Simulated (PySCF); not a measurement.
Computed shifts of a molecule C6H4N2, B3LYP/pcSseg-1 run with PySCF, GIAO, gas phase, equivalent atoms averaged, in ppm (number of nuclei): ¹⁵N: 378.5 (1), 340.6 (1). ¹³C: 166.4 (1), 163.6 (1), 151.3 (1), 132.9 (1), 126.1 (1), 120.2 (1). ¹H: 9.42 (1), 9.31 (1), 8.28 (1), 7.70 (1). References: ¹⁵N against NH3 (σ = 265.5 ppm); ¹³C against TMS (σ = 181.3 ppm); ¹H against TMS (σ = 31.68 ppm), references at their B3LYP-D3(BJ)/def2-TZVP geometries, non-relativistic. The structure is a stationary point at PBE-D3(BJ)/def2-SVP. The values are those of a single conformer.

Identify the compound among the candidates.
A. N#Cc1ccncc1
B. N#Cc1ccccn1
C. C#Cc1cnccn1
D. N#Cc1cccnc1

D, N#Cc1cccnc1
